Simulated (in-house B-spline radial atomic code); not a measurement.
Inner levels of cadmium as electrons are removed. A shift is the extra binding of the orbital against the neutral atom ([Kr] 4d10 5s2). The density at the nucleus is averaged over the nuclear charge. Computed with a B-spline radial code for spherical atoms: Dirac-Hartree-Fock, average of the configuration, finite nuclei.

```json
{"ion": "Cd42+", "configuration": "[He] 2s2 2p2", "shift of 1s1/2 (eV)": "3525.64", "radius of 1s1/2 (bohr)": "0.030258", "Σ<r²> (bohr²)": "0.067381", "change of density at nucleus (bohr⁻³)": "-1573.12"}
{"ion": "Cd43+", "configuration": "[He] 2s2 2p1", "shift of 1s1/2 (eV)": "?", "radius of 1s1/2 (bohr)": "?", "Σ<r²> (bohr²)": "?", "change of density at nucleus (bohr⁻³)": "?"}
{"ion": "Cd44+", "configuration": "[He] 2s2", "shift of 1s1/2 (eV)": "?", "radius of 1s1/2 (bohr)": "?", "Σ<r²> (bohr²)": "?", "change of density at nucleus (bohr⁻³)": "?"}
{"ion": "Cd45+", "configuration": "[He] 2s1", "shift of 1s1/2 (eV)": "4385.32", "radius of 1s1/2 (bohr)": "0.030198", "Σ<r²> (bohr²)": "0.020129", "change of density at nucleus (bohr⁻³)": "-9480"}
{"ion": "Cd46+", "configuration": "1s2", "shift of 1s1/2 (eV)": "4652.77", "radius of 1s1/2 (bohr)": "0.030182", "Σ<r²> (bohr²)": "0.0024582", "change of density at nucleus (bohr⁻³)": "-18286"}
{"ion": "Cd47+", "configuration": "1s1", "shift of 1s1/2 (eV)": "5504.03", "radius of 1s1/2 (bohr)": "0.029932", "Σ<r²> (bohr²)": "0.0012077", "change of density at nucleus (bohr⁻³)": "-84864.3"}
```

Fill in the row of Cd43+.

shift of 1s1/2 (eV): 3820.98; radius of 1s1/2 (bohr): 0.03023; Σ<r²> (bohr²): 0.05254; change of density at nucleus (bohr⁻³): -1246.77.

Fill in the row of Cd44+.

shift of 1s1/2 (eV): 4120.75; radius of 1s1/2 (bohr): 0.030201; Σ<r²> (bohr²): 0.038249; change of density at nucleus (bohr⁻³): -915.58.
